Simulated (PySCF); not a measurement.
ClCs (SMILES [Cl][Cs]), singlet, geometry from GFN2-xTB (such geometries of metal compounds can be far from the true shape) (core potentials on Cs). Base run: MN15/def2-SVP (PySCF).

PySCF was given this input:
```python
from pyscf import gto, scf, dft

mol = gto.Mole()
mol.atom = '''
    Cs   -0.00000000   -0.00000000   -0.68024263
    Cl    0.00000000    0.00000000    2.20078499
'''
mol.basis = 'def2-svp'
mol.ecp = {'Cs': 'def2-svp'}
mol.verbose = 5
mol.build()

mf = dft.RKS(mol)
mf.xc = 'mn15'
mf.kernel()
mf.analyze()
```

Each row names what was changed in the base input (with any setting that the change needs).

| change | ΔE vs base (mEh) | grid points | electrons on the grid |
|---|---|---|---|
| base | 0.000 | 42592 | 26.00000 |
| grids.level = 7 | -0.018 | 182184 | 26.00000 |
| grids.level = 4 | -0.020 | 63144 | 26.00000 |
| grids.level = 0 | 227.5 | 4848 | 25.99463 |
| grids.level = 2 | -0.032 | 27160 | 26.00002 |
| grids.prune = off | -0.003 | 78120 | 26.00000 |
| grids.atom_grid = (150, 974) | -0.015 | 147000 | 26.00000 |
| grids.atom_grid = (50, 194) | -0.006 | 12608 | 25.99974 |
| grids.atom_grid = (75, 302) | -0.032 | 27160 | 26.00001 |
| grids.atom_grid = (99, 590) | -0.018 | 59320 | 26.00000 |
| grids.level = 1 | -0.159 | 15184 | 25.99978 |
